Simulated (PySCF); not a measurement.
# Radial density of Mo²⁺ (molybdenum, charge +2)

PBE0, [Kr] 4d4, high-spin 5D determinant. Calculation: PySCF 2.14, in def2-TZVP with the def2 core potential (28 electrons); scalar relativity through the core potential. This is the valence pseudo-density: the core potential removes the inner electrons and smooths the orbitals near the nucleus.

```
r (bohr)  4πr²ρ (e/bohr)  4πr²(ρα − ρβ)
  0.0720       3.993e-05         0.0000
   0.121       0.0002558         0.0000
   0.204        0.002835         0.0007
   0.342         0.06867         0.0149
   0.576           1.991         0.2645
   0.969           10.68         1.8421
    1.63           5.822         2.4243
    2.74          0.7263         0.6194
    4.61         0.02148         0.0213
    7.76       3.032e-05         0.0000
```

Energies and moments cover only the electrons outside the core potential.
